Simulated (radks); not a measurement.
Results of a calculation; reference values are marked as such.
The aluminium ion Al2+ inside a hard spherical wall (all orbitals vanish at R), configuration held at [Ne] 3s1 and not refilled when levels cross. Level of theory: non-relativistic Kohn-Sham, LDA (Slater exchange, Perdew-Wang correlation), spin-unpolarised, spherical densities, point nucleus (a radial shooting solver on a logarithmic mesh with Libxc functionals). Eigenvalues in eV, with the zero of energy where the potential of the charges vanishes at infinity; a dash marks a level that is unbound or too diffuse for the functional's potential to be trusted. A positive occupied level is held by the wall or, in an anion where self-interaction has pushed it up, behind a barrier. The pressure on the wall is -dE/dV.

| R (bohr) | E (hartree) | kinetic (hartree) | e(1s) | e(2s) | e(2p) | e(3s) | e(3p, empty) | e(3d, empty) | pressure (GPa) |
|---|---|---|---|---|---|---|---|---|---|
| free | -240.38562 | 239.777 | -1522.0 | -127.69 | -90.400 | -23.885 | -17.391 | -9.648 | 0 |
| 20 | -240.38562 | 239.777 | -1522.0 | -127.69 | -90.400 | -23.885 | -17.391 | -9.648 | < 0.0001 |
| 12 | -240.38562 | 239.777 | -1522.0 | -127.69 | -90.400 | -23.885 | -17.391 | -9.647 | < 0.0001 |
| 8 | -240.38560 | 239.777 | -1522.0 | -127.69 | -90.399 | -23.884 | -17.386 | -9.563 | 0.00122 |
| 5 | -240.37783 | 239.842 | -1521.7 | -127.41 | -90.117 | -23.536 | -16.678 | -7.659 | 1.38 |
| 3.5 | -240.27061 | 240.353 | -1519.9 | -125.78 | -88.484 | -19.867 | -11.448 | -0.534 | 38.0 |
| 3 | -240.11238 | 240.928 | -1518.2 | -124.41 | -87.112 | -14.955 | -5.434 | 5.797 | 124 |
| 2 | -238.58063 | 245.712 | -1507.5 | -116.95 | -79.240 | 26.792 | 38.048 | 40.998 | 2270 |
